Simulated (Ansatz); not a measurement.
Two isomers of C2H6ClFSi: A = `C[SiH](Cl)CF`, B = `FCC([SiH3])Cl`.

Calculated with Ansatz (gas phase, PBE0-D4/def2-TZVP geometries, no zero-point term in ΔE). CCSD(T)/CBS adds triple-zeta CCSD(T) − MP2 to the extrapolated MP2 energy (def2 sets, frozen cores). Functionals use def2-TZVPP. B3LYP here is the variant with VWN-RPA as its local correlation; programs differ in this. One conformer a species, not always the lowest.

Question: Which isomer does CCSD(T)/CBS put lower? Give the gap. (Best estimate.)

Answer: Ansatz gave: A, by 45.8 kcal/mol.

Question: Give E(B) − E(A) in kcal/mol with MP2/def2-TZVPP, ωB97M-V, PBE0-D4, B3LYP-D4, CCSD(T)/def2-TZVPP, B2PLYP, r2SCAN-D4. (Estimate.)

Answer: The calculation gave: MP2/def2-TZVPP 46.1, ωB97M-V 46.3, PBE0-D4 45.9, B3LYP-D4 45.7, CCSD(T)/def2-TZVPP 44.6, B2PLYP 46.2, r2SCAN-D4 47.0. None reverses the order clearly.

Largest T1 diagnostic: 0.011.

From PBE to PBE0 (25 % exact exchange), in def2-TZVPP and without D4, E(B) − E(A) moves by +0.9 kcal/mol.
